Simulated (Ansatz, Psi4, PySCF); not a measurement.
Atomisation energy: 9 cases among radicals of silicon compounds with O, N or halogens, in kcal/mol, species as SMILES. Set-up: six Cartesian d functions in 6-31G* and its kin unless marked 5d; dispersion terms only where a functional's name holds one; non-relativistic; atomisation electronic, to ground-state atoms; 6-311+G** with 5d, 6d on Na to Ar in Ansatz (a quantum-chemistry and plane-wave program); valence correlation only; open shells spin-unrestricted; spin-orbit terms left out. Basis-set limits of correlation are two-point, X^-3; Hartree-Fock from the larger set (for Q and 5 zeta extrapolated as (X+1)exp(-9√X)). Ab initio and DFT rows: single points at B3LYP-D3(BJ) geometries (Ansatz).

Coupled cluster (Ansatz) is a level with limits of its own, used here on species with T1 under 0.025 (0.045 for open shells) and stable references: (a) CCSD(T)/CBS(aug-cc-pV(T+d)Z,aug-cc-pV(Q+d)Z); (b) CCSD(T)/CBS(cc-pV(T+d)Z,cc-pV(Q+d)Z); (c) CCSD(T)/CBS(cc-pV(Q+d)Z,cc-pV(5+d)Z).

```json
[
 {"species": "[Si](O)(F)O", "atoms": "6", "coupled cluster": "573.8 (c)", "difference of B3LYP/6-31G* (Ansatz)": "-35.4", "difference of BP86/def2-SVP (PySCF)": "-7.8", "difference of B3LYP/3-21G (Ansatz)": "-84.5", "difference of B3LYP/6-31G (Ansatz)": "-114.0", "difference of wB97X-D/6-311+G** (Psi4)": "-30.1", "difference of B3LYP-D3(BJ)/def2-TZVPD (Ansatz + dftd3)": "-10.7", "difference of wB97M-V/def2-TZVPD (Ansatz)": "-6.8"},
 {"species": "[SiH3][Si](Cl)Cl", "atoms": "7", "coupled cluster": "476.0 (c)", "difference of B3LYP/6-31G* (Ansatz)": "-24.1", "difference of BP86/def2-SVP (PySCF)": "-4.5", "difference of B3LYP/3-21G (Ansatz)": "-70.1", "difference of B3LYP/6-31G (Ansatz)": "-81.9", "difference of wB97X-D/6-311+G** (Psi4)": "-14.0", "difference of B3LYP-D3(BJ)/def2-TZVPD (Ansatz + dftd3)": "-3.3", "difference of wB97M-V/def2-TZVPD (Ansatz)": "-1.2"},
 {"species": "F[SiH2][SiH2]", "atoms": "7", "coupled cluster": "499.9 (a)", "difference of B3LYP/6-31G* (Ansatz)": "-15.3", "difference of BP86/def2-SVP (PySCF)": "-5.0", "difference of B3LYP/3-21G (Ansatz)": "-48.3", "difference of B3LYP/6-31G (Ansatz)": "-67.3", "difference of wB97X-D/6-311+G** (Psi4)": "-15.5", "difference of B3LYP-D3(BJ)/def2-TZVPD (Ansatz + dftd3)": "-3.1", "difference of wB97M-V/def2-TZVPD (Ansatz)": "-5.1"},
 {"species": "F[SiH][SiH3]", "atoms": "7", "coupled cluster": "497.3 (a)", "difference of B3LYP/6-31G* (Ansatz)": "-14.6", "difference of BP86/def2-SVP (PySCF)": "-3.5", "difference of B3LYP/3-21G (Ansatz)": "-47.2", "difference of B3LYP/6-31G (Ansatz)": "-64.7", "difference of wB97X-D/6-311+G** (Psi4)": "-14.2", "difference of B3LYP-D3(BJ)/def2-TZVPD (Ansatz + dftd3)": "-1.7", "difference of wB97M-V/def2-TZVPD (Ansatz)": "-4.3"},
 {"species": "F[SiH]O[SiH3]", "atoms": "8", "coupled cluster": "665.2 (a)", "difference of B3LYP/6-31G* (Ansatz)": "-29.0", "difference of BP86/def2-SVP (PySCF)": "-12.8", "difference of B3LYP/3-21G (Ansatz)": "-72.7", "difference of B3LYP/6-31G (Ansatz)": "-111.7", "difference of wB97X-D/6-311+G** (Psi4)": "-29.1", "difference of B3LYP-D3(BJ)/def2-TZVPD (Ansatz + dftd3)": "-7.0", "difference of wB97M-V/def2-TZVPD (Ansatz)": "-6.6"},
 {"species": "[SiH2](N)[SiH2]", "atoms": "9", "coupled cluster": "635.6 (a)", "difference of B3LYP/6-31G* (Ansatz)": "-18.9", "difference of BP86/def2-SVP (PySCF)": "3.5", "difference of B3LYP/3-21G (Ansatz)": "-48.2", "difference of B3LYP/6-31G (Ansatz)": "-60.5", "difference of wB97X-D/6-311+G** (Psi4)": "-9.8", "difference of B3LYP-D3(BJ)/def2-TZVPD (Ansatz + dftd3)": "2.5", "difference of wB97M-V/def2-TZVPD (Ansatz)": "-1.6"},
 {"species": "C[Si](O)O", "atoms": "9", "coupled cluster": "816.1 (a)", "difference of B3LYP/6-31G* (Ansatz)": "-31.6", "difference of BP86/def2-SVP (PySCF)": "4.2", "difference of B3LYP/3-21G (Ansatz)": "-66.1", "difference of B3LYP/6-31G (Ansatz)": "-88.8", "difference of wB97X-D/6-311+G** (Psi4)": "-21.4", "difference of B3LYP-D3(BJ)/def2-TZVPD (Ansatz + dftd3)": "-5.8", "difference of wB97M-V/def2-TZVPD (Ansatz)": "-4.0"},
 {"species": "C[Si](C)F", "atoms": "10", "coupled cluster": "895.2 (b)", "difference of B3LYP/6-31G* (Ansatz)": "-12.3", "difference of BP86/def2-SVP (PySCF)": "12.9", "difference of B3LYP/3-21G (Ansatz)": "-29.1", "difference of B3LYP/6-31G (Ansatz)": "-52.4", "difference of wB97X-D/6-311+G** (Psi4)": "-14.4", "difference of B3LYP-D3(BJ)/def2-TZVPD (Ansatz + dftd3)": "-0.5", "difference of wB97M-V/def2-TZVPD (Ansatz)": "-1.5"},
 {"species": "N[Si]([NH])(O)N", "atoms": "11", "coupled cluster": "945.6 (b)", "difference of B3LYP/6-31G* (Ansatz)": "-38.5", "difference of BP86/def2-SVP (PySCF)": "10.5", "difference of B3LYP/3-21G (Ansatz)": "-85.2", "difference of B3LYP/6-31G (Ansatz)": "-114.9", "difference of wB97X-D/6-311+G** (Psi4)": "-23.1", "difference of B3LYP-D3(BJ)/def2-TZVPD (Ansatz + dftd3)": "3.8", "difference of wB97M-V/def2-TZVPD (Ansatz)": "3.1"}
]
```

| level | cases | mean signed difference | mean absolute difference | median absolute difference | largest absolute difference |
|---|---|---|---|---|---|
| B3LYP/6-31G* (Ansatz) | 9 | -24.41 | 24.41 | 24.10 | 38.5 |
| BP86/def2-SVP (PySCF) | 9 | -0.28 | 7.19 | 5.00 | 12.9 |
| B3LYP/3-21G (Ansatz) | 9 | -61.27 | 61.27 | 66.10 | 85.2 |
| B3LYP/6-31G (Ansatz) | 9 | -84.02 | 84.02 | 81.90 | 114.9 |
| wB97X-D/6-311+G** (Psi4) | 9 | -19.07 | 19.07 | 15.50 | 30.1 |
| B3LYP-D3(BJ)/def2-TZVPD (Ansatz + dftd3) | 9 | -2.87 | 4.27 | 3.30 | 10.7 |
| wB97M-V/def2-TZVPD (Ansatz) | 9 | -3.11 | 3.80 | 4.00 | 6.8 |

B3LYP/6-31G* lies above in 0 of 9 cases and within 2 kcal/mol in 0; mean signed difference -24.41 kcal/mol, mean absolute 24.41 kcal/mol (23.68 over the 5 cases of up to 8 atoms, 25.32 over the larger). These figures hold for the species listed.

How the rows were picked: cases drawn at random among the computed members of the class with clean coupled-cluster diagnostics. The batch they came from held 63 cases of this property in the class: 0 with a tabulated value, 60 with clean coupled cluster alone, 3 with neither, which enter no statistics. The levels are drawn from those run on every case listed, the commonest habits more often. No case is left out for the size of its miss. Left out are saddle points of the reference geometry, anions that the best level run finds unbound, excited spin states, species near biochemistry, 298 K rows of species without real B3LYP wavenumbers, cases with under five habitual levels, runs that failed or that the program found above a lower state of the same kind, table entries that another table contradicts, and a share of species set aside by lot.
